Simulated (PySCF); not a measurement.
**Two-component Hartree-Fock for Te (tellurium, neutral)**

Start: [Kr] 4d10 5s2 5p4; 5p1/2 filled at m_j = +1/2; 5p3/2 filled at m_j = -1/2, +1/2, +3/2. Calculated with PySCF 2.14 in x2c-SVPall-2c with one added diffuse shell each of s, p type (7s9p4d, 54 functions): generalised Hartree-Fock with the X2C-1e Hamiltonian and a Gaussian nucleus; one run each with spin-orbit coupling (SO) switched off, then screened by Boettger's factors. This is a chosen level, not necessarily the ground level.

| spinor shell | electrons | ε, spin-free (eV) | ε, screened SO (eV) | weight of nominal j (screened SO) | rms radius, screened SO (bohr) |
| --- | --- | --- | --- | --- | --- |
| 1s1/2 | 2 | -31969.7 | -31966.3 | 1.000 | 0.0319 |
| 2s1/2 | 2 | -5000.5 | -4999.5 | 1.000 | 0.130 |
| 2p1/2 | 2 | -4483.4 | -4674.2 | 1.000 | 0.112 |
| 3s1/2 | 2 | -1038.0 | -1037.6 | 1.000 | 0.343 |
| 3p1/2 | 2 | -865.63 | -902.13 | 1.000 | 0.335 |
| 3p3/2 | 4 | -865.63 | -848.73 | 1.000 | 0.347 |
| 3d3/2 | 4 | -605.23 | -611.42 | 1.000 | 0.320 |
| 3d5/2 | 6 | -605.23 | -600.60 | 1.000 | 0.323 |
| 4s1/2 | 2 | -194.17 | -193.96 | 1.000 | 0.816 |
| 4p1/2 | 2 | -138.19 | -145.04 | 1.000 | 0.860 |
| 4p3/2 | 4 | -138.19 | -134.82 | 1.000 | 0.886 |
| 4d3/2 | 4 | -53.740 | -54.496 | 0.992 | 1.05 |
| 4d5/2 | 6 | -53.740 | -52.951 | 0.995 | 1.06 |
| 5s1/2 | 2 | -20.430 | -20.355 | 0.999 | 2.28 |
| 5p3/2 | 3 | -9.825 | -10.285 | 0.557 | 2.83 |
| 5p1/2 | 1 | -9.825 | -8.568 | 0.545 | 2.92 |

Problem. Where does 2p3/2 lie, and what is the 2p spin-orbit splitting (screened SO)?

Solution. At -4396.6 eV, 277.57 eV above 2p1/2.

```
   quantity    spin-free  screened SO
E (hartree)  -6789.25850  -6791.11745
        M_J            2            2
       ⟨J²⟩        6.011        6.018
       ⟨L²⟩        2.006        2.276
       ⟨S²⟩        2.005        1.900
```

Each row is a mean over spinors that exchange with the open shell spreads, by up to 4.164 eV (5s1/2).

Rows whose weight is well below 1 are mixtures of j = l ± 1/2: exchange outweighs spin-orbit coupling there, and the label is only the starting occupation.

Breit and QED terms are absent; they matter most for the inner s and p1/2 levels.

Densities and radii are taken from the X2C orbitals without a picture-change correction, which distorts them close to the nucleus.

Without spin-orbit coupling the j labels of p, d and f shells carry no meaning; the spin-free column gives the mean over the occupied spinors of each nl shell.
